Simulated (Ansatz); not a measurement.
Reaction (hydrogenolysis of the Si–Ge bond): `B[SiH]([GeH3])C#N` + H₂ → `B[SiH2]C#N` + GeH₄

Gas-phase electronic energies from Ansatz, PBE0-D4/def2-TZVP geometries. CCSD(T)/CBS is the MP2 limit (def2-TZVPP, def2-QZVPP) plus CCSD(T) − MP2 in def2-TZVPP, frozen cores. This one scheme is used for every species. Functionals use def2-TZVPP. B3LYP here is the variant with VWN-RPA as its local correlation; programs differ in this. For Ge outer-core shells are correlated without core-valence functions, which leaves a few kJ/mol of doubt a bond. Scalar relativity is left out up to krypton.

```
             level  ΔE (kJ/mol)  difference from CCSD(T)/CBS
            PBE-D4         19.9                         12.8
           BLYP-D4         12.9                          5.8
          B3LYP-D4          6.9                         -0.2
        r2SCANh-D4         11.2                          4.1
      CAM-B3LYP-D4         -3.1                        -10.2
          PBE-QIDH          5.4                         -1.7
RPA@PBE/def2-TZVPP         -0.4                         -7.5
       HF/def2-SVP        -35.6                        -42.7
     HF/def2-TZVPP        -30.3                        -37.4
   CCSD/def2-TZVPP         -2.5                         -9.6
       CCSD(T)/CBS          7.1                            0
```

Largest T1 diagnostic among the species: 0.014.

The D4 term adds +11.7 kJ/mol with B3LYP and +6.6 kJ/mol with PBE0; it sums over pairs of atoms, weighted by their polarisabilities, and B3LYP, whose exchange is more repulsive, gets the larger term. From r2SCAN to r2SCAN0 (25 % exact exchange), in def2-TZVPP and without D4, ΔE moves by −5.0 kJ/mol.

CCSD(T)/CBS has its own doubt, a few kJ/mol and more with outer-core shells, so smaller differences from it don't rank the levels.
